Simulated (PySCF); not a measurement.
## TeN⁺: frontier orbitals

PW91 at R = 1.791 Å; PySCF, scalar-relativistic core potentials, basis sets Te aug-cc-pVDZ-PP with ECP28, N aug-cc-pVDZ. State: ¹Σ⁺ (singlet), closed shell. Only the outer orbitals are listed, counted within each symmetry, core potentials removing the inner ones.

```
orbital  occ.  ε (eV)  on Te (%)           main shells (%)
     5σ     2  -28.51         25    66 N s, 23 Te s, 9 N p
     6σ     2  -21.73         73           67 Te s, 28 N s
     3π     2  -15.52         48           50 N p, 47 Te p
     3π     2  -15.52         48           50 N p, 47 Te p
     7σ     2  -15.36         34   52 N p, 31 Te p, 14 N s
     4π     0  -11.83         55           52 Te p, 46 N p
     4π     0  -11.83         55           52 Te p, 46 N p
     8σ     0   -7.70         90  65 Te p, 19 N p, 18 Te d
```

Which are the highest filled and the lowest empty level, where do they sit, and how wide is the gap?

Highest filled 7σ at -15.36 eV (in %: 52 N p, 31 Te p, 14 N s); lowest empty 4π at -11.83 eV (in %: 52 Te p, 46 N p); the gap at PW91 is 3.53 eV.

The bond order (Mayer) is 2.60 and the ⟨S²⟩ is 0.000. The charge on Te (Mulliken, basis-dependent) is 1.45, the charge on Te (Löwdin, basis-dependent) is 1.56 and the dipole moment (positive dipole points towards N; it is taken about the centre of mass and depends on that origin) is -1.93 D.

Spin–orbit coupling is left out.
